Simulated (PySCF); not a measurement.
C₅H₆O₂, SMILES C(#C)[C@H](C)C(=O)O.

Coordinates come from a B3LYP-D3(BJ)/def2-SVP optimisation. Other conformers were not sampled.

Two levels are set side by side: PBE/def2-TZVP (PySCF) and HF/def2-TZVP (PySCF). Same geometry, gas phase. Differences are taken from unrounded values.

```csv
quantity,HF
orbital gap (eV),14.16
highest occupied level (eV),-10.73
lowest empty level (eV),3.43
dipole moment (D),1.45
mean polarisability (bohr³),59.0
```

Task: What does PBE give, and how far is it from HF? (The exact figures need the calculation; the answer reports its results.)

Result: 
| quantity | PBE | PBE minus HF |
|---|---|---|
| orbital gap (eV) | 5.09 | -9.07 |
| highest occupied level (eV) | -6.38 | 4.35 |
| lowest empty level (eV) | -1.29 | -4.72 |
| dipole moment (D) | 1.17 | -0.28 |
| mean polarisability (bohr³) | 65.1 | 6.1 |

Without exact exchange PBE keeps part of each electron's self-repulsion, which lifts occupied levels and narrows the gap. Loosely held outer electrons make PBE densities more polarisable. Differences between two approximate levels are no errors against the true value.

Rough cost on one machine, each run with all the roots and properties that it gave: HF against PBE about 1/2.
